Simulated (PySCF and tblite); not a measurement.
Results of a calculation; reference values are marked as such.
System: C8H8O, numbered as in [OH:1][C@@:2]12[C@H:3]3[CH:4]=[CH:5][C@@H:6]1[C@@H:7]2[CH:8]=[CH:9]3.

For the Cope rearrangement (breaking C6–C7, making C4–C9): electronic barrier 5.00 kcal/mol, zero-point change -1.04 kcal/mol, thermal and entropy terms at 350 K a further 0.24 kcal/mol (symmetry numbers apart). The minimum is C1, the saddle C1. The path came from a restrained scan, a climbing-image band and a saddle search at GFN2-xTB; energies are PBE0/pcSseg-1 + D3(BJ)//PBE0-D3(BJ)/def2-SVP, thermal terms GFN2-xTB. Rates follow Eyring's equation with the number of equivalent paths and no tunnelling. (PySCF 2.14 with density fitting, tblite 0.8.)

(1) How many equivalent paths lead out of the minimum?

(2) Work out the rate at 350 K.

Results:

(1) 1: the symmetry number of the minimum is 1, that of the saddle displaced along its mode 1.

(2) ΔG‡ = 4.20 kcal/mol; k_B T/h = 7.3×10¹² s⁻¹; exp(−ΔG‡/RT) = 0.0024; times 1 gives k = 1.7×10¹⁰ s⁻¹. Wigner's tunnelling factor for the 410i cm⁻¹ mode would be 1.12.
